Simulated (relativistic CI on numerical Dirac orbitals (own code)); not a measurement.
Fe⁶⁺: resonant inelastic scattering at the M2,3 edge

Computed with this model: Dirac-Coulomb-Breit CI, KLI orbitals optimised for each configuration, a model potential for QED, Kramers-Heisenberg scattering through one core-hole configuration in a parametric crystal field, unscaled Slater integrals; configurations [Ar] 3d2 → [Ne] 3s2 3p5 3d3; 10 K; core-hole width 0.8 eV; summed over polarisations. Incident energies are the highest absorption maxima for each field (at most a few, so the weaker spin-orbit partner edge can be absent), on the computed scale of the free ion. Intensities are in per cent of the strongest line above 0.02 eV; levels within 1 cm⁻¹ are merged; final levels count from the ground level, the first row holds all elastic scattering, lines under 0.4 are left out and each table stops after 24 rows. The scale of the Slater integrals is a model choice and moves the terms in proportion.

Field parameters in Wybourne normalisation: D3d B²₀ = −7Dσ, B⁴₀ = −14Dq − 21Dτ, B⁴₃ = −14√(10/7) Dq; Oh B⁴₀ = 21Dq, B⁴₄ = √(5/14) B⁴₀. The field is a parameter set, without covalency.

S is read from ⟨S²⟩ = S(S + 1).

Oh, 10Dq = 42800 cm⁻¹:

| Final level (eV) | Degeneracy | Irrep | S | 68.6 eV | 69.3 eV | 76.8 eV |
| --- | --- | --- | --- | --- | --- | --- |
| 0.000 | 2 | E | 1.00 | 67.4 | 48.0 | 278.3 |
| 0.003 | 3 | T2 | 1.00 | 7.7 | 11.0 | 31.3 |
| 0.106 | 3 | T1 | 1.00 | 20.2 | 33.2 | 36.1 |
| 0.156 | 1 | A1 | 1.00 | 5.6 | 1.5 | 13.3 |
| 2.805 | 3 | T2 | 0.01 | 1.5 | 0.9 | 1.4 |
| 2.853 | 2 | E | 0.00 | 0.2 | 1.9 | 0.3 |
| 4.927 | 1 | A2 | 1.00 | 1.8 | 2.4 | 4.4 |
| 4.950 | 3 | T2 | 1.00 | 19.7 | 8.6 | 100.0 |
| 4.987 | 3 | T1 | 1.00 | 10.5 | 6.8 | 39.7 |
| 4.987 | 2 | E | 1.00 | 2.3 | 5.3 | 6.1 |
| 7.446 | 1 | A1 | 1.00 | 1.0 | 0.8 | 8.9 |
| 7.474 | 3 | T1 | 1.00 | 0.5 | 0.8 | 36.9 |
| 7.523 | 3 | T2 | 0.99 | 1.2 | 2.1 | 33.1 |
| 7.529 | 2 | E | 1.00 | 0.4 | 1.7 | 31.9 |

D3d, 10Dq = 27350, Dσ = 1150, Dτ = 40 cm⁻¹:

| Final level (eV) | Degeneracy | Irrep | S | 67.5 eV | 74.1 eV | 75.9 eV |
| --- | --- | --- | --- | --- | --- | --- |
| 0.000 | 2 | E | 1.00 | 61.7 | 26.1 | 236.9 |
| 0.039 | 2 | E | 1.00 | 7.2 | 0.9 | 17.1 |
| 0.077 | 1 | A1 | 1.00 | 8.2 | 5.6 | 30.8 |
| 0.103 | 1 | A2 | 1.00 | 4.7 | 5.8 | 36.8 |
| 0.338 | 2 | E | 1.00 | 7.4 | 9.8 | 100.0 |
| 0.353 | 1 | A1 | 1.00 | 1.9 | 0.1 | 8.6 |
| 2.605 | 1 | A1 | 0.07 | 1.2 | 0.6 | 0.2 |
| 2.819 | 2 | E | 0.07 | 0.4 | 1.5 | 4.0 |
| 3.095 | 2 | E | 0.68 | 2.3 | 1.1 | 5.1 |
| 3.117 | 1 | A2 | 1.00 | 11.4 | 8.1 | 10.9 |
| 3.138 | 1 | A1 | 0.97 | 10.4 | 6.7 | 8.4 |
| 3.152 | 2 | E | 1.00 | 5.6 | 9.2 | 9.5 |
| 3.202 | 2 | E | 0.57 | 1.3 | 0.8 | 4.8 |
| 3.391 | 1 | A2 | 1.00 | 0.7 | 0.2 | 4.8 |
| 3.403 | 2 | E | 0.97 | 5.1 | 9.7 | 26.0 |
| 5.671 | 1 | A1 | 0.97 | 0.3 | 9.8 | 5.3 |
| 5.694 | 1 | A2 | 1.00 | 0.3 | 10.4 | 6.4 |
| 5.723 | 2 | E | 1.00 | 0.2 | 4.0 | 3.8 |
| 5.753 | 2 | E | 0.99 | 0.5 | 5.6 | 24.5 |
| 5.950 | 1 | A1 | 0.43 | 0.0 | 0.3 | 1.8 |
| 6.006 | 2 | E | 0.98 | 0.7 | 3.9 | 34.0 |
| 6.037 | 1 | A1 | 0.81 | 0.1 | 1.7 | 1.6 |
| 6.285 | 2 | E | 0.09 | 0.2 | 0.5 | 3.3 |
| 6.464 | 1 | A1 | 0.17 | 0.1 | 0.0 | 1.5 |

For the first field the strongest loss at the lowest incident energy is the level at 0.11 eV (S = 1.00, against 1.00 in the thermal ground state).
